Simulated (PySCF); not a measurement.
Gas-phase reaction: WOCl4 + ClO = WO2Cl2 + 3 Cl

Method: PySCF energies (xtb for GFN2) plus ideal-gas RRHO corrections (1 bar). † marks an energy on the PBE0/def2-TZVP geometry and frequencies; other levels use their own. Open shells (unrestricted): ClO (multiplicity 2), Cl (multiplicity 2); the rest are closed-shell singlets. GFN2 has no spin-polarisation term. Spin-orbit splitting is ignored; it lowers the true energy and changes the entropy of ClO, Cl. B3LYP is the form with VWN-RPA correlation. W: scalar-relativistic def2 core potential, no spin-orbit coupling.

PBE0/def2-QZVP† gives ΔH°(298 K) = 263 kJ.

**Question.** What do r2SCAN/def2-TZVP†, GFN2-xTB, B3LYP/def2-TZVP† give?

**Answer.** r2SCAN/def2-TZVP†: 279 kJ; GFN2-xTB: 422 kJ; B3LYP/def2-TZVP†: 218 kJ. For scale, ΔH°(298 K) is 263 kJ at this level, 257 kJ at ωB97M-V/def2-TZVP†, and runs from 218 to 422 kJ over the 13 levels computed.
